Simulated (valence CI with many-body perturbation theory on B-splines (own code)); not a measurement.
Pr⁺: what the settings do

Computed by configuration interaction combined with many-body perturbation theory (CI+MBPT): four valence electrons over a frozen Dirac-Fock core [Xe], a basis of 5 s, 5 p, 5 d, 5 f, 2 g functions for each j, with the one-electron correlation potential Σ1 (screened to all orders), the two-electron term Σ2, the three-electron term Σ3, Breit, model QED; selected single and double excitations, second order for the rest (own B-spline code, finite nucleus).

Set against measurement, 8 paired levels are off by 1211 cm⁻¹ on average, the worst by 4799. These come from a selection out of the NIST Handbook of Basic Atomic Spectroscopic Data. Levels without a partner in it may be off by more, other configurations by several thousand cm⁻¹. Among the levels kept, up to 270 cm⁻¹ of a level comes from second order outside the variational space, and about a tenth of that is noise between levels of different J, which matters for small intervals. 2 measured levels below the end of the list, from 3893 cm⁻¹ on, found no clear computed partner.

The reference run has the lowest level 4f3 6s 5I°_4 and an ionisation energy of 10.1971 eV. Its largest variational space holds 10000 state functions.

Names give the largest LS component (configuration and term), which can be under half, so a name can repeat, a term be missing and a line seem to break the LS rules; names also repeat where a configuration has a term twice. Letters in brackets count levels of one name in rising energy.

Changed runs:
A. core polarisation of operators on → off; mean field of the open f shell in the denominators off → on
B. scale of Σ1 1 → 0.9; shift of the energy in Σ1 (hartree) 0 → -0.208
C. scale of Σ1 1 → 0.8
D. cutoff of virtual states (hartree) 6962 → 4.17 (bad on purpose)

Excitation energies of the reference run in cm⁻¹, and shifts in cm⁻¹:

```tsv
Level	Reference	A
4f3 6s 5I°_5	453	+20
4f2 5d2 5L_6	1056	
4f3 6s 5I°_6	1624	+62
4f3 6s 3I°_5	1709	+105
4f2 5d 6s 5I_4	2217	
4f2 5d 6s 5K_5 [a]	2494	
4f2 5d2 5L_7	2549	
4f2 5d 6s 5K_5 [b]	2599	
4f2 5d2 5I_4	2638	
4f2 5d 6s 5K_6 [a]	2899	
4f3 6s 5I°_7	2937	+112
4f3 6s 3I°_6	3321	
Ionisation energy (eV)	10.1971	+0.1503
```

A blank means that the level has no clear partner in that run.

Run B ends with another lowest level, 4f2 5d2 5L_6, and an ionisation energy of 10.4824 eV.

Run C ends with another lowest level, 4f2 5d2 5L_6, and an ionisation energy of 10.4811 eV.

Run D ends with another lowest level, 4f2 5d2 5L_6, and an ionisation energy of 11.0278 eV.
